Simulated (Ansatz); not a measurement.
`O[Si]F` + CH₃OH → `CO[Si]F` + H₂O at 600 K and 1 bar (ligand exchange at the Si–O bond).

Computed with Ansatz on PBE0-D4/def2-TZVP structures; ΔE is electronic, products minus reactants. CCSD(T)/CBS is the MP2 limit (def2-TZVPP, def2-QZVPP) plus CCSD(T) − MP2 in def2-TZVPP, frozen cores. This one scheme is used for every species. One conformer a species, not always the lowest.

```tsv
species	CCSD(T)/CBS energy (Eh)	H − E (kJ/mol)	S (J/(mol·K))
`O[Si]F`	-464.72778	73.4	309.1
CH₃OH	-115.61712	163.6	277.3
`CO[Si]F`	-503.96814	161.1	368.2
H₂O	-76.37941	76.8	212.8
```

H − E and S are ideal-gas, rigid-rotor, harmonic terms from PBE0-D4/def2-TZVP, for one conformer and one mirror image of each species. 1 Eh = 2625.50 kJ/mol, R = 8.31446 J/(mol·K).

**Question.** By hand: ΔE, ΔH, ΔS and ΔG.

**Answer.** ΔE = (-503.96814) + (-76.37941) − (-464.72778) − (-115.61712) = -0.00265 Eh = -7.0 kJ/mol. Δ(H − E) = 161.1 + 76.8 − 73.4 − 163.6 = 0.9, so ΔH = -6.1 kJ/mol. ΔS = 368.2 + 212.8 − 309.1 − 277.3 = -5.4 J/(mol·K). ΔG = -6.1 − 600 × (-5.4)/1000 = -2.9 kJ/mol.

**Question.** By hand: the equilibrium constant, and the temperature at which ΔG would vanish if ΔH and ΔS stayed fixed.

**Answer.** log₁₀ K = −ΔG/(RT ln 10) = 0.3. ΔG = 0 at ΔH/ΔS = 1130 K, though so small a ΔH makes that figure unsure.

TΔS isn't small against ΔH here. The sign of ΔG lies within the doubt. A doubt of 5 kJ/mol in ΔE shifts log₁₀ K by 0.4 here. Other conformers and mirror images would add mixing entropy, several J/(mol·K) or more a flexible species. These are equilibria of isolated gas molecules and say nothing of rates. Largest T1 diagnostic: 0.015 (customary marks: 0.02 for closed shells, 0.045 for open ones).
